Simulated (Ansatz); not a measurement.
Geometry optimisation, RKS BLYP/def2-SVP (Ansatz 0.2.0).

The input (input.yaml):

```yaml
crystal:
  periodic: [false, false, false]
  atoms:
    - { symbol: Ga, position_ang: [-0.012468, -0.45391, -0.516577] }
    - { symbol: Cl, position_ang: [-0.14098, -0.072195, 2.896672] }
    - { symbol: H, position_ang: [1.341237, 0.283526, -0.724629] }
    - { symbol: Cl, position_ang: [-1.95404, 0.252647, -1.215966] }
    - { symbol: O, position_ang: [-0.021552, -2.09864, 0.226402] }
    - { symbol: H, position_ang: [-0.892255, -2.547968, 0.16849] }
    - { symbol: H, position_ang: [-0.030141, -1.250361, 2.260409] }
basis:
  gaussian: { orbitals: def2-SVP }
hamiltonian:
  xc: blyp
relax:
  f_tol: 0.03
  max_steps: 50
```

Run as:

```bash
$ ansatz run input.yaml --threads 2 --pin off --max-ram 3072MiB --backend cpu --events-out ev --progress --plain --runs-dir out
```

Question: Where does it end, and by what steps?

Answer: The run converged. After 14 steps the energy has fallen by 1.070 eV; H7 moved furthest, 1.14 Å. Parted: Cl2–H7 (1.34 → 2.73 Å). Joined: Ga1–Cl2 (3.44 → 2.22 Å), O5–H7 (2.20 → 0.99 Å).

```json
{"step": "0", "energy less start (eV)": "0.0000", "largest force component (eV/Å)": "0.701", "accepted": "yes"}
{"step": "1", "energy less start (eV)": "-0.0648", "largest force component (eV/Å)": "0.542", "accepted": "yes"}
{"step": "2", "energy less start (eV)": "-0.0830", "largest force component (eV/Å)": "0.417", "accepted": "yes"}
{"step": "3", "energy less start (eV)": "-0.1068", "largest force component (eV/Å)": "0.153", "accepted": "yes"}
{"step": "4", "energy less start (eV)": "-0.1151", "largest force component (eV/Å)": "0.182", "accepted": "yes"}
{"step": "5", "energy less start (eV)": "-0.1533", "largest force component (eV/Å)": "0.760", "accepted": "yes"}
{"step": "6", "energy less start (eV)": "-0.3335", "largest force component (eV/Å)": "1.739", "accepted": "yes"}
{"step": "7", "energy less start (eV)": "-0.6503", "largest force component (eV/Å)": "2.495", "accepted": "yes"}
{"step": "8", "energy less start (eV)": "-0.9392", "largest force component (eV/Å)": "0.775", "accepted": "yes"}
{"step": "9", "energy less start (eV)": "-1.0115", "largest force component (eV/Å)": "0.529", "accepted": "yes"}
{"step": "10", "energy less start (eV)": "-1.0341", "largest force component (eV/Å)": "0.291", "accepted": "yes"}
{"step": "11", "energy less start (eV)": "-1.0484", "largest force component (eV/Å)": "0.353", "accepted": "yes"}
{"step": "12", "energy less start (eV)": "-1.0649", "largest force component (eV/Å)": "0.198", "accepted": "yes"}
{"step": "13", "energy less start (eV)": "-1.0698", "largest force component (eV/Å)": "0.078", "accepted": "yes"}
{"step": "14", "energy less start (eV)": "-1.0702", "largest force component (eV/Å)": "0.009", "accepted": "yes"}
```

```xyz
7
Properties=species:S:1:pos:R:3
Ga 0.060 -0.006 0.128
Cl -0.113 0.508 2.279
H 1.390 0.249 -0.650
Cl -1.887 -0.044 -0.932
O -0.049 -2.120 0.557
H -0.928 -2.356 0.180
H -0.183 -2.116 1.533
```

Whether the end is a true minimum wasn't checked by a vibrational analysis.

The run took 25 s on 2 threads of Arm Neoverse V2, on a shared host, peak memory 0.14 GiB.
